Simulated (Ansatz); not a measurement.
Geometry optimisation, Ansatz, RKS B3LYP-D4/def2-SVP.

The input (input.yaml):

```yaml
crystal:
  periodic: [false, false, false]
  atoms:
    - { symbol: "N", position_ang: [-0.7373, 2.1259, -0.5331] }
    - { symbol: Si, position_ang: [-0.8155, 0.4982, -0.2792] }
    - { symbol: C, position_ang: [-2.57815, -0.08935, 0.04127] }
    - { symbol: C, position_ang: [-2.24673, -1.18511, 1.14051] }
    - { symbol: Si, position_ang: [-0.67233, -0.28985, 1.82244] }
    - { symbol: H, position_ang: [-1.2672, 2.6726, 0.208] }
    - { symbol: H, position_ang: [-1.2678, 2.4109, -1.3899] }
    - { symbol: H, position_ang: [-0.15536, -0.23072, -1.32251] }
    - { symbol: H, position_ang: [-3.26957, 0.71545, 0.47483] }
    - { symbol: H, position_ang: [-3.14108, -0.45782, -0.84094] }
    - { symbol: H, position_ang: [-1.93696, -2.16723, 0.59417] }
    - { symbol: H, position_ang: [-3.00491, -1.41931, 1.83529] }
    - { symbol: H, position_ang: [-1.03002, 0.66786, 2.86389] }
    - { symbol: H, position_ang: [0.44097, -1.19624, 2.1028] }
basis:
  gaussian: { orbitals: def2-SVP }
hamiltonian:
  xc: b3lyp
  dispersion: d4
relax:
  f_tol: 0.015
  max_steps: 40
```

Run as:

```bash
$ ansatz run input.yaml --threads 2 --pin off --max-ram 3072MiB --backend cpu --events-out ev --progress --plain --runs-dir out
```

**Question.** Where does it end, and by what steps?

**Answer.** The forces met the threshold. After 8 steps the energy has fallen by 0.793 eV; H7 moved furthest, 0.62 Å.

| step | energy less start (eV) | largest force component (eV/Å) | accepted |
| --- | --- | --- | --- |
| 0 | 0.0000 | 4.602 | yes |
| 1 | -0.6336 | 1.900 | yes |
| 2 | -0.7499 | 0.402 | yes |
| 3 | -0.7720 | 0.306 | yes |
| 4 | -0.7747 | 0.559 | yes |
| 5 | -0.7810 | 0.282 | yes |
| 6 | -0.7918 | 0.037 | yes |
| 7 | -0.7924 | 0.028 | yes |
| 8 | -0.7925 | 0.004 | yes |

```xyz
14
Properties=species:S:1:pos:R:3
N -0.816 2.287 -0.644
Si -0.997 0.610 -0.275
C -2.705 -0.200 0.105
C -2.223 -1.283 1.119
Si -0.690 -0.364 1.840
H -1.115 3.021 -0.012
H -0.720 2.621 -1.597
H -0.312 -0.133 -1.377
H -3.336 0.546 0.622
H -3.295 -0.593 -0.740
H -1.871 -2.182 0.583
H -2.994 -1.612 1.833
H -1.085 0.526 2.979
H 0.477 -1.188 2.281
```

The run took 37 s on 2 threads of Arm Neoverse V1 (shared host), peak memory 0.3 GiB.
